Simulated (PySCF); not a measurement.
# Dipole response of Re+ (rhenium, charge +1)

[Xe] 4f14 5d5 6s1, high-spin 7S determinant. All numbers are calculated (PySCF 2.14, scalar relativity by spin-free X2C-1e, in ANO-RCC-VTZP). Coupled (time-dependent) response in atomic units; α is the mean over directions. The basis has no added diffuse functions, which lowers α and C₆.

| method | mean α (bohr³) | C₆ (like pair) | S(−4) |
| --- | --- | --- | --- |
| MN15 | 28.64 | 220.3 | 354.7 |

S(−4) is the Cauchy moment in α(ω) = α(0) + S(−4) ω² + …

α(iu) at MN15:

| u (hartree) | α(iu) (bohr³) |
| --- | --- |
| 0 | 28.64 |
| 0.0500 | 27.79 |
| 0.100 | 25.56 |
| 0.200 | 19.76 |
| 0.300 | 14.96 |
| 0.500 | 9.560 |
| 0.750 | 6.606 |
| 1.00 | 5.088 |
| 1.50 | 3.426 |
| 2.00 | 2.488 |
| 3.00 | 1.487 |
| 5.00 | 0.7195 |

A single London oscillator, α(iu) = α/(1 + u²/ω²), gives C₆ = (3/4) ω α². Matching the computed C₆ needs ω = 4 × 220.3 / (3 × 28.64²) = 0.358 hartree.

For an ion, C₆ is the dispersion term alone; charge-induced terms of lower order in 1/R come first.

Spin-orbit coupling, which splits the p, d and f shells strongly at this Z, is absent.
